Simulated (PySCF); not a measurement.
## Mayer bond orders and bond lengths

Species: C7H12FNO.
Atom-mapped SMILES: `[CH3:1][CH:2]([CH3:3])[O:4][C@@H:5]([CH3:6])[C@H:7]([F:8])[C:9]#[N:10]` (hydrogens: H11, H12, H13 on C1; H14 on C2; H15, H16, H17 on C3; H18 on C5; H19, H20, H21 on C6; H22 on C7)

Structure used (PBE0-D3(BJ)/def2-SVP), in Å, numbered top down from 1:
```xyz
22
C7H12FNO angstrom
C      1.405    2.082    0.572
C      1.148    0.673    0.085
C      1.685    0.434   -1.316
O     -0.259    0.478    0.140
C     -0.704   -0.846    0.179
C     -0.995   -1.304    1.594
C     -1.966   -0.878   -0.688
F     -2.516   -2.131   -0.675
C     -1.668   -0.486   -2.072
N     -1.430   -0.190   -3.164
H      0.898    2.806   -0.084
H      2.482    2.305    0.569
H      1.019    2.215    1.593
H      1.631   -0.039    0.785
H      1.217    1.131   -2.028
H      1.481   -0.588   -1.668
H      2.775    0.582   -1.341
H      0.027   -1.531   -0.291
H     -1.713   -0.620    2.071
H     -1.409   -2.321    1.602
H     -0.070   -1.300    2.189
H     -2.698   -0.160   -0.277
```

Bond orders from the PBE0/pcSseg-1 density (PySCF). Isolated species at its PBE0-D3(BJ)/def2-SVP geometry (one conformer only).

(1) How far do the computed orders between heavy atoms stray from the drawn ones?

(2) Give the Mayer order of every bond between heavy atoms, beside its length.

## Answers

(1) The largest departure is 0.143, at C2–O4 (drawn single, 0.857). Drawn single, order below 0.88: C2–O4 (0.857).

(2) 
```tsv
bond	drawn as	length (Å)	Mayer order
C1–C2	single	1.514	1.052
C2–C3	single	1.519	1.043
C2–O4	single	1.422	0.857
O4–C5	single	1.398	0.895
C5–C6	single	1.515	1.055
C5–C7	single	1.531	0.974
C7–F8	single	1.368	0.895
C7–C9	single	1.469	0.965
C9–N10	triple	1.156	3.023
```

Bonds between the same two heavy elements. C–C: lowest C7–C9 (0.965, 1.469 Å), highest C5–C6 and C1–C2 (1.055, 1.515 Å); in 3 of the 10 pairs the longer bond (by over 0.003 Å) has the higher order (by 0.02 or more). C–O: lowest C2–O4 (0.857, 1.422 Å), highest O4–C5 (0.895, 1.398 Å). Bonds named together lie within 0.004.

Q: And the bonds to hydrogen?

A: C–H: 0.91 to 0.96 (12 bonds).

Q: Sum the orders of all bonds at each heavy atom with more than one neighbour and set the sums beside the valence in the SMILES.

A: C1 3.932 (drawn 4), C2 3.880 (drawn 4), C3 3.902 (drawn 4), O4 1.752 (drawn 2), C5 3.829 (drawn 4), C6 3.911 (drawn 4), C7 3.746 (drawn 4), C9 3.988 (drawn 4). Orders between atoms that aren't bonded are not in these sums.

For a closed shell the Mayer order of atoms A and B is Σ (PS)μν (PS)νμ over the basis functions μ on A and ν on B, with P the density and S the overlap matrix.
